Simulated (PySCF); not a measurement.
# Correlation energy of B⁺ (boron, charge +1)

[He] 2s1 3d1, high-spin 3D determinant (an excited configuration). Calculation: PySCF 2.14, in aug-cc-pwCVDZ; no relativity, point nucleus. Frozen: nothing; 4 electrons correlated.

| level | correlation energy (mhartree) |
| --- | --- |
| CCSD | -32.29 |
| (T) | -0.08 |
| CCSD(T) | -32.37 |
| CCSDT | -32.38 |

Diagnostics: T1 = 0.0016, D1 = 0.0041, largest double amplitude 0.081.

**Question.** Is a single reference adequate?

**Answer.** Mostly. T1 lies below 0.03, but a double amplitude of this size points to a near-degeneracy that CCSD handles and MP2 describes poorly.
